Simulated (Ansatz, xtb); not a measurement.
# C6H9O2+: which of two isomers lies lower

Structure X is `CCC[c+]1occo1`, a singlet and structure Y is `C=C[C@@H]1CO[C+](C)O1`, a singlet. Both are isolated ions in the gas phase, relaxed with r2SCAN-D4/def2-SVP; each stands in its lowest conformer found.

X (Å):

```xyz
17

C    -1.4232   -1.8275   -3.0172
C    -0.7703   -1.6502   -1.6543
C    -1.0817   -0.2338   -1.0800
C    -0.4618   -0.0516    0.2273
C    -0.0959   -0.1394    2.3677
C     1.0165    0.3257    1.7750
O    -1.0183   -0.3716    1.3623
O     0.7576    0.3702    0.4161
H    -2.5180   -1.7312   -2.9567
H    -1.0506   -1.0888   -3.7431
H    -1.1949   -2.8292   -3.4094
H     0.3236   -1.7698   -1.7266
H    -1.1381   -2.4088   -0.9433
H    -0.6905    0.5420   -1.7570
H    -2.1690   -0.1022   -0.9659
H    -0.4030   -0.3499    3.3896
H     1.9978    0.6535    2.1104
```

Y (Å):

```json
{"atom": "C", "x (Å)": "0.6280", "y (Å)": "1.9833", "z (Å)": "1.8980"}
{"atom": "C", "x (Å)": "-0.0789", "y (Å)": "0.9626", "z (Å)": "1.3977"}
{"atom": "C", "x (Å)": "-0.2334", "y (Å)": "0.7472", "z (Å)": "-0.0592"}
{"atom": "C", "x (Å)": "-1.6649", "y (Å)": "0.4870", "z (Å)": "-0.5593"}
{"atom": "C", "x (Å)": "-0.3747", "y (Å)": "-1.2521", "z (Å)": "-1.1656"}
{"atom": "C", "x (Å)": "0.0099", "y (Å)": "-2.5267", "z (Å)": "-1.7805"}
{"atom": "O", "x (Å)": "-1.5535", "y (Å)": "-0.7595", "z (Å)": "-1.3241"}
{"atom": "O", "x (Å)": "0.4384", "y (Å)": "-0.5570", "z (Å)": "-0.4681"}
{"atom": "H", "x (Å)": "0.7041", "y (Å)": "2.1412", "z (Å)": "2.9771"}
{"atom": "H", "x (Å)": "1.1447", "y (Å)": "2.7001", "z (Å)": "1.2506"}
{"atom": "H", "x (Å)": "-0.5985", "y (Å)": "0.2559", "z (Å)": "2.0574"}
{"atom": "H", "x (Å)": "0.2998", "y (Å)": "1.5088", "z (Å)": "-0.6472"}
{"atom": "H", "x (Å)": "-2.0501", "y (Å)": "1.2557", "z (Å)": "-1.2402"}
{"atom": "H", "x (Å)": "-2.3862", "y (Å)": "0.2973", "z (Å)": "0.2483"}
{"atom": "H", "x (Å)": "-0.8687", "y (Å)": "-3.1731", "z (Å)": "-1.8999"}
{"atom": "H", "x (Å)": "0.8005", "y (Å)": "-3.0074", "z (Å)": "-1.1904"}
{"atom": "H", "x (Å)": "0.4172", "y (Å)": "-2.3097", "z (Å)": "-2.7844"}
```

Quicker runs give these differences E(Y) − E(X): GFN2-xTB +8.0 kcal/mol; HF/STO-3G +3.7 kcal/mol (at GFN2-xTB geometries); r2SCAN-D4/def2-SVP//GFN2-xTB −1.8 kcal/mol.

Question: Which of the two would you expect CCSD(T)/def2-SVP + ΔMP2/def2-TZVPP electronic energies to favour?

Answer: Structure Y; the calculation gives E(Y) − E(X) = −3.9 kcal/mol.

How the difference moves with the method:

```tsv
level	geometry	E(Y) − E(X) (kcal/mol)	departure from the last row (kcal/mol)	job, with rough time for the two
GFN2-xTB	GFN2-xTB	+8.0	+11.9	optimisation, 0.14 s
HF/STO-3G	GFN2-xTB	+3.7	+7.6	single point, 0.36 s
r2SCAN-D4/def2-SVP//GFN2-xTB	GFN2-xTB	−1.8	+2.1	single point, 3.8 s
r2SCAN-D4/def2-SVP	r2SCAN-D4/def2-SVP	−2.2	+1.7	optimisation, 68 s
HF/def2-SVP	r2SCAN-D4/def2-SVP	−9.3	−5.4	part of the CCSD(T) run
MP2/def2-SVP	r2SCAN-D4/def2-SVP	−0.1	+3.7	part of the CCSD(T) run
CCSD(T)/def2-SVP	r2SCAN-D4/def2-SVP	−2.5	+1.4	single point
CCSD(T)/def2-SVP + ΔMP2/def2-TZVPP	r2SCAN-D4/def2-SVP	−3.9		single point, 1.9 min
```

As drawn, Y has 1 C=C, 4 C–O in place of 4 C∷O, 1 C∷C (∷ is an aromatic bond). Structure X has a 5-membered ring (with an aromatic ring), Y a 5-membered ring.

GFN2-xTB, HF/STO-3G put the two in the other order. MP2/def2-SVP finds them nearly level. The largest departure from CCSD(T)/def2-SVP + ΔMP2/def2-TZVPP is that of GFN2-xTB, 11.9 kcal/mol. The last row adds to CCSD(T) the change of the MP2 difference between the two basis sets, here −1.4 kcal/mol.

With thermal terms from frequencies at re-optimised GFN2-xTB minima (ideal gas, soft modes damped towards free rotors, one conformer each, 298.15 K, 1 atm): the zero-point term adds −1.4 kcal/mol; ΔH is −5.0 and ΔG −5.6 kcal/mol.

The correlated steps freeze 8 core orbitals. Mirror images aren't counted in ΔG. Run with Ansatz 0.2.0, xtb 6.7.1; the last row on 4 threads of Arm Neoverse V2 on a shared host.
